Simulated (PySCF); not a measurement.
Coordinates in bohr (charge 0 multiplicity 5):
```
Cr    0.0000    0.0000   -0.0652
H     2.5765    0.0000    1.6811
H    -2.5765    0.0000    1.6811
```

Method: UB3LYP in PySCF with Cr def2-TZVP, H def2-TZVP; no relativity; density-fitted integrals.

This geometry of CrH2 is a stationary point at this level.

(1) What is the point group?

(2) Is it a minimum?

(3) Which band is strongest in the infrared?

(4) What are the dipole moment and the gap between the highest occupied and lowest empty levels of either spin?

Answers

(1) C2v.

(2) Yes: all harmonic wavenumbers are real.

(3) 1670 cm⁻¹ (b2), 300 km/mol.

(4) 3.36 D and 3.73 eV.

Other isomers or separated fragments may lie lower. With open d or f shells other occupations or spin states may lie lower.
